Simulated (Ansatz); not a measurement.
`CN(C)[Si]N(C)C`, charge 0, multiplicity 1.

(1) Give a relaxed structure at PBE0-D4/def2-TZVP (the Gaussian-basis code of Ansatz). (An estimate is asked.)

Answers

(1) The calculation gave: 
Z-matrix (Å, degrees):
```
C
N 1 1.446
H 1 1.094 2 110.0
H 1 1.098 2 111.6 3 119.5
H 1 1.098 2 111.3 3 -120.0
C 2 1.443 1 112.7 3 173.8
Si 2 1.730 1 116.9 3 0.8
H 6 1.089 2 110.8 1 -167.6
H 6 1.098 2 110.0 1 -48.5
H 6 1.099 2 112.5 1 70.8
N 7 1.730 2 104.5 1 -161.5
C 11 1.443 7 129.9 2 26.9
C 11 1.446 7 116.9 2 -161.5
H 12 1.098 11 110.0 7 123.3
H 12 1.099 11 112.5 7 -117.3
H 12 1.089 11 110.8 7 4.3
H 13 1.098 11 111.6 7 120.3
H 13 1.094 11 110.0 7 0.8
H 13 1.098 11 111.3 7 -119.2
```
Point group C2.
This is one stationary point; other conformers may exist.
